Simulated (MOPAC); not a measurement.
Job for MOPAC: PM6 on C2H9NO (a complex), monomers drawn apart or pushed together.

```
PM6 1SCF PRECISE CHARGE=0 THREADS=1
C2H9NO

N      0.49795289 1    -0.02044772 1     0.16661701 1
H     -0.03699486 1     0.56946930 1    -0.46040895 1
H      0.69134597 1    -0.88317748 1    -0.32899564 1
H     -0.09862455 1    -0.24790276 1     0.95762319 1
C     -0.59778810 1     1.19639487 1     5.04783600 1
O     -0.72280918 1    -0.19948679 1     4.85445055 1
C      0.44342155 1    -0.89859831 1     5.24502896 1
H      0.22249551 1     1.60586112 1     4.44706248 1
H     -0.41959533 1     1.43362001 1     6.10408643 1
H     -1.53600525 1     1.65252276 1     4.73504184 1
H      1.30976940 1    -0.58245631 1     4.65257979 1
H      0.25838940 1    -1.95840027 1     5.07555863 1
H      0.66102760 1    -0.73924110 1     6.30850403 1
```

Program output:

```
*******************************************************************************
 **                                                                           **
 **                              MOPAC v23.2.5                                **
 **                                                                           **
 *******************************************************************************
 ** MOPAC's Digital Object Identifier: https://doi.org/10.5281/zenodo.6511958 **
 **                                                                           **
 ** Please cite the open-source release paper for use of this MOPAC version:  **
 ** J. E. Moussa and J. J. P. Stewart (2026)                                  **
 ** MOPAC: An open-source semiempirical molecular orbital program             **
 ** J. Open Source Softw., 11(119), 8025, https://doi.org/10.21105/joss.08025 **
 *******************************************************************************

                              PM6 CALCULATION RESULTS

 *******************************************************************************
 *  PM6        - The PM6 Hamiltonian to be used
 *
 *
 *
 *                 CHARGE ON SYSTEM = 0
 *
 *
 *
 *  PRECISE    - TIGHTER CRITERIA TO BE USED
 *  1SCF       - DO 1 SCF AND THEN STOP
 *  THREADS=1  - MULTI-THREADING NOT USED
 *  T=         - A TIME OF 172800.0 SECONDS REQUESTED
 *  DUMP=N     - RESTART FILE WRITTEN EVERY 7200.0 SECONDS REQUESTED
 *******************************************************************************
PM6 1SCF PRECISE CHARGE=0 THREADS=1
 C2H9NO

   ATOM   CHEMICAL          X               Y               Z
  NUMBER   SYMBOL      (ANGSTROMS)     (ANGSTROMS)     (ANGSTROMS)

     1       N          0.49795289  *  -0.02044772  *   0.16661701  *
     2       H         -0.03699486  *   0.56946930  *  -0.46040895  *
     3       H          0.69134597  *  -0.88317748  *  -0.32899564  *
     4       H         -0.09862455  *  -0.24790276  *   0.95762319  *
     5       C         -0.59778810  *   1.19639487  *   5.04783600  *
     6       O         -0.72280918  *  -0.19948679  *   4.85445055  *
     7       C          0.44342155  *  -0.89859831  *   5.24502896  *
     8       H          0.22249551  *   1.60586112  *   4.44706248  *
     9       H         -0.41959533  *   1.43362001  *   6.10408643  *
    10       H         -1.53600525  *   1.65252276  *   4.73504184  *
    11       H          1.30976940  *  -0.58245631  *   4.65257979  *
    12       H          0.25838940  *  -1.95840027  *   5.07555863  *
    13       H          0.66102760  *  -0.73924110  *   6.30850403  *



          CARTESIAN COORDINATES

    NO.       ATOM           X           Y           Z

     1         N          0.4980     -0.0204      0.1666
     2         H         -0.0370      0.5695     -0.4604
     3         H          0.6913     -0.8832     -0.3290
     4         H         -0.0986     -0.2479      0.9576
     5         C         -0.5978      1.1964      5.0478
     6         O         -0.7228     -0.1995      4.8545
     7         C          0.4434     -0.8986      5.2450
     8         H          0.2225      1.6059      4.4471
     9         H         -0.4196      1.4336      6.1041
    10         H         -1.5360      1.6525      4.7350
    11         H          1.3098     -0.5825      4.6526
    12         H          0.2584     -1.9584      5.0756
    13         H          0.6610     -0.7392      6.3085

 General Reference for PM6:
 "Optimization of Parameters for Semiempirical Methods V: Modification of NDDO Approximations
 and Application to 70 Elements", J. J. P. Stewart, J. Mol. Mod., 13, 1173-1213 (2007)
 URL: https://link.springer.com/article/10.1007/s00894-007-0233-4

           Empirical Formula: C2 H9 N O  =    13 atoms



      MOLECULAR POINT GROUP   :   Cs


      RHF CALCULATION, NO. OF DOUBLY OCCUPIED LEVELS = 14


 -------------------------------------------------------------------------------
 PM6 1SCF PRECISE CHARGE=0 THREADS=1
 C2H9NO



     1SCF WAS SPECIFIED, SO BFGS WAS NOT USED
     SCF FIELD WAS ACHIEVED


                              PM6 CALCULATION
                                                       MOPAC v23.2.5 Linux




          FINAL HEAT OF FORMATION =        -48.14087 KCAL/MOL =    -201.42139 KJ/MOL


          COSMO AREA              =        133.65 SQUARE ANGSTROMS
          COSMO VOLUME            =        109.61 CUBIC ANGSTROMS

          IONIZATION POTENTIAL    =          9.729632 EV
          HOMO LUMO ENERGIES (EV) =         -9.730  2.375
          NO. OF FILLED LEVELS    =         14
          MOLECULAR WEIGHT        =         63.0992         POINT GROUP:  Cs

          MOLECULAR DIMENSIONS (Angstroms)

            Atom       Atom       Distance
            H    13    H     2     6.92951
            H    10    H     3     4.36220
            H     8    H    12     2.14249


          SCF CALCULATIONS        =          1





   ATOM   CHEMICAL          X               Y               Z
  NUMBER   SYMBOL      (ANGSTROMS)     (ANGSTROMS)     (ANGSTROMS)

     1       N          0.49795289  *  -0.02044772  *   0.16661701  *
     2       H         -0.03699486  *   0.56946930  *  -0.46040895  *
     3       H          0.69134597  *  -0.88317748  *  -0.32899564  *
     4       H         -0.09862455  *  -0.24790276  *   0.95762319  *
     5       C         -0.59778810  *   1.19639487  *   5.04783600  *
     6       O         -0.72280918  *  -0.19948679  *   4.85445055  *
     7       C          0.44342155  *  -0.89859831  *   5.24502896  *
     8       H          0.22249551  *   1.60586112  *   4.44706248  *
     9       H         -0.41959533  *   1.43362001  *   6.10408643  *
    10       H         -1.53600525  *   1.65252276  *   4.73504184  *
    11       H          1.30976940  *  -0.58245631  *   4.65257979  *
    12       H          0.25838940  *  -1.95840027  *   5.07555863  *
    13       H          0.66102760  *  -0.73924110  *   6.30850403  *

                             CARTESIAN COORDINATES

   1    N        0.497952890    -0.020447720     0.166617010
   2    H       -0.036994860     0.569469300    -0.460408950
   3    H        0.691345970    -0.883177480    -0.328995640
   4    H       -0.098624550    -0.247902760     0.957623190
   5    C       -0.597788100     1.196394870     5.047836000
   6    O       -0.722809180    -0.199486790     4.854450550
   7    C        0.443421550    -0.898598310     5.245028960
   8    H        0.222495510     1.605861120     4.447062480
   9    H       -0.419595330     1.433620010     6.104086430
  10    H       -1.536005250     1.652522760     4.735041840
  11    H        1.309769400    -0.582456310     4.652579790
  12    H        0.258389400    -1.958400270     5.075558630
  13    H        0.661027600    -0.739241100     6.308504030


           Empirical Formula: C2 H9 N O  =    13 atoms



      MOLECULAR POINT GROUP   :   Cs


                  EIGENVALUES
 -30.74392 -30.10720 -25.62990 -23.61481 -16.84162 -16.24801 -16.15172 -15.99743
 -15.98973 -13.59766 -13.00614 -12.04470 -10.03353  -9.72963   2.37478   4.31501
   4.45649   5.46001   5.46996   5.52972   5.67282   6.00550   6.16202   6.82102
   6.86524


              NET ATOMIC CHARGES AND DIPOLE CONTRIBUTIONS

  ATOM NO.   TYPE          CHARGE      No. of ELECS.   s-Pop       p-Pop
    1          N          -0.600398        5.6004     1.59397     4.00643
    2          H           0.197781        0.8022     0.80222
    3          H           0.197793        0.8022     0.80221
    4          H           0.204822        0.7952     0.79518
    5          C          -0.191210        4.1912     1.08791     3.10330
    6          O          -0.406546        6.4065     1.84379     4.56275
    7          C          -0.191203        4.1912     1.08790     3.10331
    8          H           0.124706        0.8753     0.87529
    9          H           0.120760        0.8792     0.87924
   10          H           0.149037        0.8510     0.85096
   11          H           0.124668        0.8753     0.87533
   12          H           0.149033        0.8510     0.85097
   13          H           0.120758        0.8792     0.87924
 DIPOLE           X         Y         Z       TOTAL
 POINT-CHG.     0.785     0.430     0.452     1.002
 HYBRID        -1.100    -0.587    -0.389     1.306
 SUM           -0.315    -0.157     0.062     0.358


          ATOMIC ORBITAL ELECTRON POPULATIONS

     Atom    s        px        py        pz
    1  N   1.59397   1.52170   1.27018   1.21455
    2  H   0.80222
    3  H   0.80221
    4  H   0.79518
    5  C   1.08791   1.14798   0.82463   1.13070
    6  O   1.84379   1.43145   1.24918   1.88212
    7  C   1.08790   0.93361   1.05750   1.11220
    8  H   0.87529
    9  H   0.87924
   10  H   0.85096
   11  H   0.87533
   12  H   0.85097
   13  H   0.87924

 **********************
 *                    *
 * JOB ENDED NORMALLY *
 *                    *
 **********************




 == MOPAC DONE ==
```

The run finished.

Cost: very roughly 0.03 core-seconds.
